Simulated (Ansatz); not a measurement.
Ba3Se2. Total charge 0; singlet. Geometry PBE0-D4/def2-SVP; atoms count from 1.

```xyz
5

Ba   -0.459   -1.992   -1.113
Ba   -0.256    0.129    2.310
Ba    0.716    1.862   -1.198
Se   -1.884    0.569   -0.240
Se    1.884   -0.569    0.242
```

In the def2 sets Ba takes a core potential; there is no spin–orbit coupling. The restricted singlet is unstable towards broken spin symmetry in Hartree–Fock (as tested in another run); at PBE0-D4/def2-TZVP this wasn't settled. The structure comes from a short search, and lower isomers may exist.

**Question.** Estimate the Mulliken populations from the PBE0/def2-TZVP orbitals of Ansatz.

**Answer.** 
```tsv
atom	charge (e)
Ba1	0.70
Ba2	0.70
Ba3	0.70
Se4	-1.05
Se5	-1.05
```
Mulliken values and Mayer orders depend strongly on the basis.

**Question.** And the Mayer bond orders between bonded heavy atoms (over 0.3)?

**Answer.** Ba1–Ba2 0.42 (4.03 Å); Ba1–Ba3 0.42 (4.03 Å); Ba1–Se4 0.55 (3.06 Å); Ba1–Se5 0.55 (3.06 Å); Ba2–Ba3 0.42 (4.03 Å); Ba2–Se4 0.55 (3.06 Å); Ba2–Se5 0.55 (3.06 Å); Ba3–Se4 0.55 (3.06 Å); Ba3–Se5 0.55 (3.06 Å).
